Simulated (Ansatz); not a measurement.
Geometry optimisation, RKS PBE-D4/def2-SVP (Ansatz 0.2.0).

input.yaml

```yaml
crystal:
  periodic: [false, false, false]
  atoms:
    - { symbol: Si, position_ang: [0.154114, -0.017042, 0.253866] }
    - { symbol: H, position_ang: [0.195129, -0.2506, 1.690413] }
    - { symbol: C, position_ang: [1.998726, 0.019416, 0.187395] }
    - { symbol: H, position_ang: [2.361806, -0.960416, 0.562623] }
    - { symbol: H, position_ang: [2.524904, 0.251812, -0.760854] }
    - { symbol: H, position_ang: [2.28601, 0.785468, 0.937178] }
    - { symbol: F, position_ang: [-0.578918, 1.373167, -0.164213] }
    - { symbol: F, position_ang: [-0.583769, -1.201805, -0.588209] }
basis:
  gaussian: { orbitals: def2-SVP }
hamiltonian:
  xc: pbe
  dispersion: d4
relax:
  f_tol: 0.03
  max_steps: 50
```

Run as:

```bash
$ ansatz run input.yaml --threads 1 --pin off --max-ram 2048MiB --backend cpu --events-out ev --progress --plain --runs-dir out
```

**Question.** Where does it end, and by what steps?

**Answer.** The forces met the threshold. After 5 steps the energy has fallen by 0.364 eV; H2 moved furthest, 0.51 Å.

```json
{"step": "0", "energy less start (eV)": "0.0000", "largest force component (eV/Å)": "1.207", "accepted": "yes"}
{"step": "1", "energy less start (eV)": "-0.2416", "largest force component (eV/Å)": "0.477", "accepted": "yes"}
{"step": "2", "energy less start (eV)": "-0.3173", "largest force component (eV/Å)": "0.290", "accepted": "yes"}
{"step": "3", "energy less start (eV)": "-0.3404", "largest force component (eV/Å)": "0.817", "accepted": "yes"}
{"step": "4", "energy less start (eV)": "-0.3049", "largest force component (eV/Å)": "1.213", "accepted": "no"}
{"step": "5", "energy less start (eV)": "-0.3642", "largest force component (eV/Å)": "0.030", "accepted": "yes"}
```

```xyz
8
Properties=species:S:1:pos:R:3
Si 0.194 -0.032 0.382
H -0.308 -0.290 1.765
C 2.042 0.025 0.200
H 2.494 -0.940 0.502
H 2.321 0.227 -0.853
H 2.475 0.825 0.834
F -0.448 1.381 -0.122
F -0.412 -1.196 -0.589
```

Run time: 12 s on 1 thread of Arm Neoverse V2 (shared host), peak memory 0.14 GiB.
